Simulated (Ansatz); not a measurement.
Frontier orbitals of C2H8B2 (`BBCC`).

The species carries charge 0 and has multiplicity 1. Geometry: relaxed with PBE0-D4/def2-TZVP. It is one conformer, not always the lowest. Basis def2-TZVPP, Ansatz 0.2.0.

```
functional  HOMO (eV)  LUMO (eV)  gap (eV)
       PBE      -6.65      -2.55      4.10
      PBE0      -7.97      -1.54      6.43
   r2SCANh      -7.40      -1.82      5.58
   ωB97X-V     -10.42       0.65     11.07
   ωB97M-V     -10.26       0.37     10.63
        HF     -11.21       1.93     13.14
```

Against PBE, PBE0 changes HOMO and LUMO by −1.32 and +1.01 eV, ωB97M-V by −3.62 and +2.92 eV. A gap of 4.09 eV thus becomes 10.63 eV for the same molecule, so an orbital gap means little without its functional. A positive LUMO is unbound and depends on the basis.
